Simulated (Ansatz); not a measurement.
Relaxation of CH$_{2}$SSe (5 atoms, charge 0, multiplicity 1), to a largest force component of 0.02 eV/Å in at most 50 steps.

These are results of Ansatz, RKS B3LYP/def2-SVP, not measurements.

```xyz
5
Properties=species:S:1:pos:R:3
S -1.111 -1.241 -0.521
C -0.422 -0.316 0.319
Se 0.187 1.366 -0.373
H -0.146 -0.582 1.345
H -1.341 0.253 0.177
```

Task: Where does it end, and by what steps?

Result: The forces met the threshold. After 20 steps the energy has fallen by 4.464 eV; H5 moved furthest, 1.74 Å. The start is strongly strained (largest force component 13 eV/Å), so its close contacts needn't be bonds. Parted: C2–H5 (1.09 → 2.52 Å). Joined: Se3–H5 (1.97 → 1.48 Å).

```
step  energy less start (eV)  largest force component (eV/Å)  accepted
   0                  0.0000                          13.385       yes
   1                 -1.8847                           5.139       yes
   2                 -2.4256                           1.150       yes
   3                 -2.5950                           1.544       yes
   4                 -2.6898                           2.367       yes
   5                 -3.0386                           2.149       yes
   6                 -3.4169                           1.347       yes
   7                 -3.7066                           0.924       yes
   8                 -3.8907                           0.546       yes
   9                 -3.8454                           1.341        no
  10                 -3.9778                           0.341       yes
  11                 -4.0230                           0.416       yes
  12                 -4.1011                           0.390       yes
  13                 -4.2064                           0.805       yes
  14                 -4.3617                           0.399       yes
  15                 -4.4534                           0.256       yes
  16                 -4.4638                           0.077       yes
  17                 -4.4641                           0.058       yes
  18                 -4.4641                           0.099        no
  19                 -4.4642                           0.024       yes
  20                 -4.4643                           0.000       yes
```

```xyz
5
Properties=species:S:1:pos:R:3
S -0.402 -2.058 -0.632
C -0.530 -0.673 0.198
Se -0.607 1.050 -0.596
H -0.581 -0.636 1.297
H -0.711 1.797 0.679
```

Whether the end is a true minimum wasn't checked by a vibrational analysis.

The run took 73 s on 1 thread of Intel(R) Xeon(R) Processor @ 2.70GHz, on a shared host, peak memory 0.16 GiB.
